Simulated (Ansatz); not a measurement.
Mulliken charges of CH5AlOSi, SMILES `[SiH3][Al]1[CH2][O]1` from PBE/def2-TZVPP in Ansatz (PBE0-D4/def2-TZVP geometry).

```csv
atom,x (Å),y (Å),z (Å),charge (e)
Si1,-0.720,1.472,-1.271,0.020
Al2,0.125,-0.255,0.221,0.338
C3,0.613,-1.572,1.486,-0.108
O4,1.506,-1.261,0.354,-0.337
H5,-2.011,1.024,-1.859,-0.026
H6,-0.961,2.719,-0.496,-0.026
H7,0.243,1.756,-2.367,-0.022
H8,0.237,-2.595,1.461,0.081
H9,1.058,-1.336,2.454,0.081
```

By hand: the dipole of these point charges (1 e Å = 4.8032 D).

Σ q r = (-0.369, 0.084, 0.200) e Å, of length 0.428 e Å = 2.06 D.

How does the dipole of the full density compare? (An estimate is asked.)

The calculation gave: (-0.395, 0.324, -0.083) e Å, 2.49 D; the point charges give 0.83 times that, at 45° from its direction.

Point charges leave out the atoms' own dipoles, such as those of lone pairs, and Mulliken's split depends on the basis, so the two needn't agree.
